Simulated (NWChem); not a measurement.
System: C3Cl3F; SMILES FC(Cl)=C=C(Cl)Cl

Input file for NWChem:

```
start job
memory heap 200 mb stack 900 mb global 1100 mb
geometry units angstroms noautoz
  F     -1.576345    -2.112801     0.000000
  C     -0.400906    -1.516578     0.000000
  Cl     0.896228    -2.641089     0.000000
  C     -0.242609    -0.219155     0.000000
  C     -0.051190     1.073147     0.000000
  Cl     0.085527     1.999542     1.449660
  Cl     0.085527     1.999542    -1.449660
end
basis spherical
  * library 6-31g*
end
dft
  xc m06-2x
  grid xfine
  iterations 150
  mulliken
end
task dft gradient
```

Excerpt of the output:

```
             Northwest Computational Chemistry Package (NWChem) 7.3.0
             --------------------------------------------------------

 CS  symmetry detected

                             Geometry "geometry" -> ""
                             -------------------------

 Output coordinates in angstroms (scale by  1.889725989 to convert to a.u.)

  No.       Tag          Charge          X              Y              Z
 ---- ---------------- ---------- -------------- -------------- --------------
    1 F                    9.0000    -1.57461619     2.11328911     0.00000000
    2 C                    6.0000    -0.39889996     1.51761298     0.00000000
    3 Cl                  17.0000     0.89771078     2.64272728     0.00000000
    4 C                    6.0000    -0.23999943     0.22026376     0.00000000
    5 C                    6.0000    -0.04797928    -1.07194905     0.00000000
    6 Cl                  17.0000     0.08916866    -1.99828035     1.44966000
    7 Cl                  17.0000     0.08916866    -1.99828035    -1.44966000

 Effective nuclear repulsion energy (a.u.)     456.9028170159

      Symmetry information
      --------------------

 Group name             Cs
 Group number              2
 Group order               2
 No. of unique centers     6

                                 NWChem DFT Module
                                 -----------------

 Summary of "ao basis" -> "ao basis" (spherical)
 ------------------------------------------------------------------------------
       Tag                 Description            Shells   Functions and Types
 ---------------- ------------------------------  ------  ---------------------
 F                           6-31g*                  6       14   3s2p1d
 C                           6-31g*                  6       14   3s2p1d
 Cl                          6-31g*                  8       18   4s3p1d

      Symmetry analysis of basis
      --------------------------

        a'         71
        a"         39

            General Information
            -------------------
          SCF calculation type: DFT
          Wavefunction type:  closed shell.
          No. of atoms     :     7
          No. of electrons :    78
           Alpha electrons :    39
            Beta electrons :    39
          Charge           :     0
          Spin multiplicity:     1
          Use of symmetry is: on ; symmetry adaption is: on
          Maximum number of iterations: 150
          AO basis - number of functions:   110
                     number of shells:    48
          Convergence on energy requested:  1.00D-06
          Convergence on density requested:  1.00D-05
          Convergence on gradient requested:  5.00D-04

              XC Information
              --------------
                       M06-2X Method XC Functional
                     Hartree-Fock (Exact) Exchange  0.540
                        M06-2X Exchange Functional  1.000
                      M06-2X Correlation Potential  1.000

             Grid Information
             ----------------
          Grid used for XC integration:  xfine
          Radial quadrature: Mura-Knowles
          Angular quadrature: Lebedev.
          Tag              B.-S. Rad. Rad. Pts. Rad. Cut. Ang. Pts.
          ---              ---------- --------- --------- ---------
          F                   0.50      100          12.0      1454
          C                   0.70      100          11.0      1454
          Cl                  1.00      125          12.0      1454
          Grid pruning is: on
          Number of quadrature shells:   650
          Spatial weights used:  Erf1

      Superposition of Atomic Density Guess
      -------------------------------------

 Sum of atomic energies:       -1590.70484262

      Non-variational initial energy
      ------------------------------

 Total energy =   -1593.262486
 1-e energy   =   -3107.289277
 2-e energy   =    1057.123975
 HOMO         =      -0.252558
 LUMO         =       0.027525

      Symmetry analysis of molecular orbitals - initial
      -------------------------------------------------

  Numbering of irreducible representations:

     1 a'          2 a"

  Orbital symmetries:

     1 a'          2 a"          3 a'          4 a'          5 a'
     6 a'          7 a'          8 a'          9 a'         10 a"
    11 a'         12 a'         13 a"         14 a'         15 a"
    16 a'         17 a"         18 a'         19 a"         20 a'
    21 a'         22 a'         23 a"         24 a'         25 a'
    26 a'         27 a'         28 a"         29 a'         30 a"
    31 a'         32 a'         33 a"         34 a'         35 a'
    36 a"         37 a"         38 a'         39 a"         40 a'
    41 a"         42 a'         43 a'         44 a"         45 a'
    46 a'         47 a'         48 a'         49 a'

     ---------------------------------------------
      Total Density - Mulliken Population Analysis
     ---------------------------------------------

    Atom       Charge   Shell Charges
 -----------   ------   -------------------------------------------------------
    1 F    9     9.41   2.00  0.94  3.37  1.00  2.08  0.01
    2 C    6     5.29   2.00  0.63  1.41  0.49  0.68  0.09
    3 Cl  17    17.13   2.00  2.00  5.98  1.38  3.62  0.53  1.61  0.02
    4 C    6     6.17   2.00  0.74  2.09  0.49  0.83  0.02
    5 C    6     5.80   2.00  0.65  1.46  0.57  1.07  0.06
    6 Cl  17    17.10   2.00  2.00  5.98  1.38  3.61  0.52  1.58  0.02
    7 Cl  17    17.10   2.00  2.00  5.98  1.38  3.61  0.52  1.58  0.02

   convergence    iter        energy       DeltaE   RMS-Dens  Diis-err
 ---------------- ----- ----------------- --------- --------- ---------
 d= 0,ls=0.0,diis     1  -1594.2939705163 -2.05D+03  2.14D-02  1.31D+00
 d= 0,ls=0.0,diis     2  -1594.2557452114  3.82D-02  1.26D-02  1.94D+00
 d= 0,ls=0.0,diis     3  -1594.4674571625 -2.12D-01  1.20D-03  7.59D-03
 d= 0,ls=0.0,diis     4  -1594.4680343905 -5.77D-04  7.26D-04  5.30D-03
 d= 0,ls=0.0,diis     5  -1594.4686393747 -6.05D-04  2.07D-04  5.08D-04
  Resetting Diis
 d= 0,ls=0.0,diis     6  -1594.4687067461 -6.74D-05  7.97D-05  2.56D-05
 d= 0,ls=0.0,diis     7  -1594.4687108803 -4.13D-06  4.54D-05  6.54D-06
 d= 0,ls=0.0,diis     8  -1594.4687109254 -4.51D-08  2.11D-05  6.84D-06
 d= 0,ls=0.0,diis     9  -1594.4687117873 -8.62D-07  4.57D-06  1.54D-07

         Total DFT energy =    -1594.468711787259
      One electron energy =    -3107.849131613202
           Coulomb energy =     1167.852226141070
    Exchange-Corr. energy =     -111.374623331061
 Nuclear repulsion energy =      456.902817015933

 Numeric. integr. density =       78.000000102318

                  Occupations of the irreducible representations
                  ----------------------------------------------

                     irrep           alpha         beta
                     --------     --------     --------
                     a'               26.0         26.0
                     a"               13.0         13.0

                       DFT Final Molecular Orbital Analysis
                       ------------------------------------

 Vector   37  Occ=2.000000D+00  E=-3.955163D-01  Symmetry=a"
              MO Center=  9.1D-02, -1.8D+00, -3.0D-13, r^2= 3.8D+00
   Bfn.  Coefficient  Atom+Function         Bfn.  Coefficient  Atom+Function
  ----- ------------  ---------------      ----- ------------  ---------------
    83      0.425495  6 Cl pz               101      0.425495  7 Cl pz
    82      0.323540  6 Cl py               100     -0.323540  7 Cl py
    87      0.210899  6 Cl pz               105      0.210899  7 Cl pz
    86      0.180902  6 Cl py               104     -0.180902  7 Cl py
    79     -0.161583  6 Cl pz                97     -0.161583  7 Cl pz

 Vector   38  Occ=2.000000D+00  E=-3.374839D-01  Symmetry=a'
              MO Center= -3.1D-02, -6.6D-01,  2.0D-11, r^2= 3.9D+00
   Bfn.  Coefficient  Atom+Function         Bfn.  Coefficient  Atom+Function
  ----- ------------  ---------------      ----- ------------  ---------------
    49      0.367747  4 C  px                81     -0.335838  6 Cl px
    99     -0.335838  7 Cl px                63      0.286007  5 C  px
    53      0.264403  4 C  px                36      0.211272  3 Cl py
    85     -0.204920  6 Cl px               103     -0.204920  7 Cl px
    67      0.182257  5 C  px                77      0.127117  6 Cl px

 Vector   39  Occ=2.000000D+00  E=-3.368328D-01  Symmetry=a"
              MO Center= -5.3D-02,  8.5D-01, -2.0D-11, r^2= 3.8D+00
   Bfn.  Coefficient  Atom+Function         Bfn.  Coefficient  Atom+Function
  ----- ------------  ---------------      ----- ------------  ---------------
    51     -0.382309  4 C  pz                37      0.367979  3 Cl pz
    19     -0.319706  2 C  pz                55     -0.294534  4 C  pz
    41      0.220796  3 Cl pz                82      0.207531  6 Cl py
   100     -0.207531  7 Cl py                 5      0.185370  1 F  pz
    23     -0.170424  2 C  pz                 9      0.153312  1 F  pz

 Vector   40  Occ=0.000000D+00  E=-1.927680D-02  Symmetry=a'
              MO Center= -8.3D-02,  6.4D-03,  3.0D-16, r^2= 3.8D+00
   Bfn.  Coefficient  Atom+Function         Bfn.  Coefficient  Atom+Function
  ----- ------------  ---------------      ----- ------------  ---------------
    67      0.548112  5 C  px                53     -0.422458  4 C  px
    63      0.424182  5 C  px                49     -0.335448  4 C  px
    20     -0.300652  2 C  s                 21     -0.277552  2 C  px
    40     -0.271483  3 Cl py                36     -0.230982  3 Cl py
    17     -0.217390  2 C  px                38      0.191744  3 Cl s

 Vector   41  Occ=0.000000D+00  E=-7.885075D-03  Symmetry=a"
              MO Center= -1.8D-01,  2.3D-01, -1.9D-14, r^2= 4.2D+00
   Bfn.  Coefficient  Atom+Function         Bfn.  Coefficient  Atom+Function
  ----- ------------  ---------------      ----- ------------  ---------------
    23      0.493010  2 C  pz                19      0.446888  2 C  pz
    69     -0.430987  5 C  pz                55     -0.339727  4 C  pz
    51     -0.305623  4 C  pz                65     -0.261286  5 C  pz
    86      0.244429  6 Cl py               104     -0.244429  7 Cl py
    87     -0.242072  6 Cl pz               105     -0.242072  7 Cl pz

 Vector   42  Occ=0.000000D+00  E= 3.316563D-02  Symmetry=a'
              MO Center=  8.7D-02, -1.8D+00, -3.4D-14, r^2= 3.7D+00
   Bfn.  Coefficient  Atom+Function         Bfn.  Coefficient  Atom+Function
  ----- ------------  ---------------      ----- ------------  ---------------
    66      1.233644  5 C  s                 68     -0.737583  5 C  py
    87      0.650277  6 Cl pz               105     -0.650277  7 Cl pz
    84     -0.550292  6 Cl s                102     -0.550292  7 Cl s
    20      0.392340  2 C  s                 83      0.320689  6 Cl pz
   101     -0.320689  7 Cl pz                86     -0.301668  6 Cl py

     ---------------------------------------------
      Total Density - Mulliken Population Analysis
     ---------------------------------------------

    Atom       Charge   Shell Charges
 -----------   ------   -------------------------------------------------------
    1 F    9     9.26   2.00  0.94  3.29  1.03  1.98  0.02
    2 C    6     5.92   2.00  0.67  1.92  0.54  0.71  0.09
    3 Cl  17    16.93   2.00  2.00  5.98  1.40  3.60  0.52  1.40  0.03
    4 C    6     5.64   2.00  0.67  2.05  0.42  0.47  0.02
    5 C    6     6.45   2.00  0.67  1.95  0.65  1.12  0.06
    6 Cl  17    16.90   2.00  2.00  5.98  1.41  3.58  0.52  1.38  0.03
    7 Cl  17    16.90   2.00  2.00  5.98  1.41  3.58  0.52  1.38  0.03

     -------------------------------------------
      Total Density - Lowdin Population Analysis
     -------------------------------------------

    Atom       Charge   Shell Charges
 -----------   ------   -------------------------------------------------------
    1 F    9     9.06   1.99  0.92  3.17  0.80  2.13  0.04
    2 C    6     5.97   1.98  0.51  1.72  0.39  1.15  0.22
    3 Cl  17    16.89   2.00  1.99  5.91  1.15  3.33  0.65  1.82  0.04
    4 C    6     6.11   1.99  0.54  1.86  0.39  1.27  0.07
    5 C    6     6.18   1.99  0.54  1.77  0.42  1.32  0.14
    6 Cl  17    16.89   2.00  1.99  5.91  1.15  3.33  0.65  1.82  0.04
    7 Cl  17    16.89   2.00  1.99  5.91  1.15  3.33  0.65  1.82  0.04

     Multipole analysis of the density
     ---------------------------------

     L   x y z        total         alpha         beta         nuclear
     -   - - -        -----         -----         ----         -------
     0   0 0 0     -0.000000    -39.000000    -39.000000     78.000000

     1   1 0 0      0.093643      0.046822      0.046822      0.000000
     1   0 1 0      0.048232      0.024116      0.024116      0.000000
     1   0 0 1     -0.000000     -0.000000     -0.000000      0.000000

     2   2 0 0    -43.705429    -88.987398    -88.987398    134.269367
     2   1 1 0      0.778829     -0.830474     -0.830474      2.439776
     2   1 0 1     -0.000000     -0.000000     -0.000000      0.000000
     2   0 2 0    -43.389912   -585.374448   -585.374448   1127.358983
     2   0 1 1     -0.000000     -0.000000     -0.000000      0.000000
     2   0 0 2    -42.704601   -148.931216   -148.931216    255.157830

            General Information
            -------------------
          SCF calculation type: DFT
          Wavefunction type:  closed shell.
          No. of atoms     :     7
          No. of electrons :    78
           Alpha electrons :    39
            Beta electrons :    39
          Charge           :     0
          Spin multiplicity:     1
          Use of symmetry is: on ; symmetry adaption is: on
          Maximum number of iterations: 150
          AO basis - number of functions:   110
                     number of shells:    48
          Convergence on energy requested:  1.00D-06
          Convergence on density requested:  1.00D-05
          Convergence on gradient requested:  5.00D-04

              XC Information
              --------------
                       M06-2X Method XC Functional
                     Hartree-Fock (Exact) Exchange  0.540
                        M06-2X Exchange Functional  1.000
                      M06-2X Correlation Potential  1.000

             Grid Information
             ----------------
          Grid used for XC integration:  xfine
          Radial quadrature: Mura-Knowles
          Angular quadrature: Lebedev.
          Tag              B.-S. Rad. Rad. Pts. Rad. Cut. Ang. Pts.
          ---              ---------- --------- --------- ---------
          F                   0.50      100          12.0      1454
          C                   0.70      100          11.0      1454
          Cl                  1.00      125          12.0      1454
          Grid pruning is: on
          Number of quadrature shells:   650
          Spatial weights used:  Erf1

[...]

                         DFT ENERGY GRADIENTS

    atom               coordinates                        gradient
                 x          y          z           x          y          z
   1 F      -2.975593   3.993537   0.000000    0.004843  -0.002014   0.000000
   2 C      -0.753812   2.867873   0.000000   -0.004128   0.010684   0.000000
   3 Cl      1.696427   4.994030   0.000000   -0.002043  -0.001783   0.000000
   4 C      -0.453533   0.416238   0.000000    0.000135   0.001653   0.000000
   5 C      -0.090668  -2.025690   0.000000    0.001435  -0.010191   0.000000
   6 Cl      0.168504  -3.776202   2.739460   -0.000122   0.000825  -0.002341
   7 Cl      0.168504  -3.776202  -2.739460   -0.000122   0.000825   0.002341
```

Level: M06-2X/6-31G* (spherical d). Structure relaxed at the PBE0/def2-SVP level.
